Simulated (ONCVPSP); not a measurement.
**Building the ONCV potential for N (LDA (Perdew-Wang 92), scalar-relativistic).**

| Property | Result |
| --- | --- |
| Element | nitrogen (N) |
| Generator | ONCVPSP 4.0.1 |
| Type | optimised norm-conserving Vanderbilt (ONCV) |
| Functional | LDA (Perdew-Wang 92) |
| Relativity | scalar-relativistic |
| Frozen core | [He] |
| Valence charge | 5 |
| Reference configuration | 2s2 2p2.75 (charge +0.25) |
| Partial waves | 2s: rc 0.75 bohr, ncon 5, nbas 8, qcut 8.9 1/bohr, local; 2p: rc 1.30 bohr, ncon 4, nbas 8, qcut 12.8 1/bohr, 2 projectors, debl 1.9 Ha |
| Local potential | the s channel |
| Core correction | polynomial model core, fcfact 0.35 |

All-electron outer shells of the reference configuration (LDA (PZ), scalar-relativistic, ld1.x):

```json
{"shell": "1s", "level (eV)": "-385.23", "outermost node (bohr)": "–", "outermost maximum (bohr)": "0.15"}
{"shell": "2s", "level (eV)": "-21.57", "outermost node (bohr)": "0.32", "outermost maximum (bohr)": "1.02"}
{"shell": "2p", "level (eV)": "-10.29", "outermost node (bohr)": "–", "outermost maximum (bohr)": "0.96"}
```

Question: Estimate the cutoffs (Ha) at which the residual kinetic energy of the hardest occupied pseudo-wave falls to 1 and 0.1 mHa per electron.

Answer: 228 Ha and 290 Ha.

Question: Does the potential have ghost states?

Answer: No bound ghost flagged; no localised positive-energy state flagged.

Question: Which valence shell sets the plane-wave cutoff?

Answer: 2s: 228 Ha for 1 mHa per electron, against 41 Ha for 2p.

Question: Tests: 2s2 2p3; 2s2 2p2; 2s2 2p1; 2s1 2p3. Which has the largest error in its energy relative to the reference configuration, and how large is it?

Answer: 2s2 2p1, with +33 meV (all-electron minus pseudo) on +40.52 eV.
